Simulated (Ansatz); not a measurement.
Reaction (ligand exchange at the Si–C bond): `O[SiH](Cl)CF` + `O[SiH](O)S` → `O[SiH](O)S[SiH](O)Cl` + `CF`

Computed with Ansatz on PBE0-D4/def2-TZVP structures; ΔE is electronic, products minus reactants. CCSD(T)/CBS is the MP2 limit (def2-TZVPP, def2-QZVPP) plus CCSD(T) − MP2 in def2-TZVPP, frozen cores. This one scheme is used for every species. Functionals use def2-TZVPP. B3LYP here is the variant with VWN-RPA as its local correlation; programs differ in this. Each species was taken in one conformer, which may not be the lowest.

`O[SiH](Cl)CF`:

```xyz
9

O     1.043    1.523   -0.136
Si    0.700   -0.047   -0.413
Cl    0.191   -0.364   -2.377
C    -0.761   -0.589    0.650
F    -1.786    0.346    0.507
H     0.320    2.150   -0.192
H     1.919   -0.823   -0.112
H    -1.147   -1.572    0.365
H    -0.479   -0.624    1.708
```

`O[SiH](O)S`:

```xyz
8

O    -1.423   -0.314    0.216
Si    0.205   -0.271    0.416
O     0.536    1.155    1.131
S     1.180   -0.602   -1.457
H    -1.758   -0.943   -0.425
H     0.739   -1.329    1.296
H    -0.020    1.903    0.907
H     0.541    0.402   -2.084
```

`O[SiH](O)S[SiH](O)Cl`:

Z-matrix (Å, degrees):
```
Si
O 1 1.631
S 1 2.159 2 110.6
O 1 1.625 2 108.2 3 118.4
H 1 1.476 2 113.5 3 -122.4
H 2 0.961 1 116.4 3 48.1
Si 3 2.111 1 100.3 2 -80.8
H 4 0.959 1 117.9 2 -41.1
O 7 1.626 3 109.5 1 168.6
Cl 7 2.075 3 109.8 1 47.4
H 7 1.471 3 114.3 1 -71.5
H 9 0.959 7 118.6 3 -49.0
```

`CF`:

Z-matrix (Å, degrees):
```
C
F 1 1.376
H 1 1.092 2 109.1
H 1 1.092 2 109.1 3 -120.0
H 1 1.092 2 109.1 3 120.0
```

Is it downhill or uphill in electronic energy at CCSD(T)/CBS, and by how much? (An estimate is asked.)

Computed: Downhill: ΔE = -93.5 kJ/mol.

What do these levels give: PBE-D4, r2SCAN-D4, PBE0-D4, ωB97M-V, r2SCAN, PBE0, B3LYP, MP2/def2-TZVPP, CCSD/def2-TZVPP, SCS-MP2/def2-QZVPP, MP2/CBS(def2), CCSD/CBS(def2)? (Best estimate.)

The calculation gave: PBE-D4 -93.2, r2SCAN-D4 -93.8, PBE0-D4 -95.6, ωB97M-V -89.2, r2SCAN -91.7, PBE0 -88.5, B3LYP -80.1, MP2/def2-TZVPP -98.5, CCSD/def2-TZVPP -86.4, SCS-MP2/def2-QZVPP -94.4, MP2/CBS(def2) -102.3, CCSD/CBS(def2) -90.2 kJ/mol.

Largest T1 diagnostic among the species: 0.012.

The D4 term adds −12.6 kJ/mol with B3LYP and −7.1 kJ/mol with PBE0; it sums over pairs of atoms, weighted by their polarisabilities, and B3LYP, whose exchange is more repulsive, gets the larger term. In def2-TZVPP, CCSD(T) changes the Hartree–Fock value by −7.0 kJ/mol (the triples alone add −3.2 kJ/mol) and MP2 by −15.8 kJ/mol.
